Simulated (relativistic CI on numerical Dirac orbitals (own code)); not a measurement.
Computed by Dirac-Coulomb-Breit CI, orbitals from a KLI potential per configuration, a model potential for QED, unscaled Slater integrals (own radial code, finite nucleus).

The strongest absorption lines from the ground level of an ion, among the configurations computed and to levels below about 761 eV (vacuum wavelength in nm, gf): 1.6362 (0.26), 2.0360 (0.089), 2.0588 (0.46), 2.0830 (0.15), 2.0839 (0.2), 2.1468 (1.3), 16.674 (0.16), 20.661 (0.12).

Task: Which ion is it?
A. Ar13+
B. Ca15+
C. Ca17+
D. S11+

Result: B. Ca15+ has 5 electrons and the ground level 2s²2p ²P°1/2; the strongest line goes to 2s²3d ²D3/2. The pattern of lines fixes the number of electrons, and along that sequence the line energies rise steadily with the charge (about as its square where n changes within one kind of shell, about linearly where n is kept but much faster in heavy ions where fine structure, which grows about as Z⁴, sets the gap, and irregularly where shells cross), which fixes Z. Configurations outside the model, such as inner-shell arrays, can give stronger lines. At this charge energies of transitions that change n are usually good to better than 1 %, and those within a shell (Δn = 0) to a few per cent.
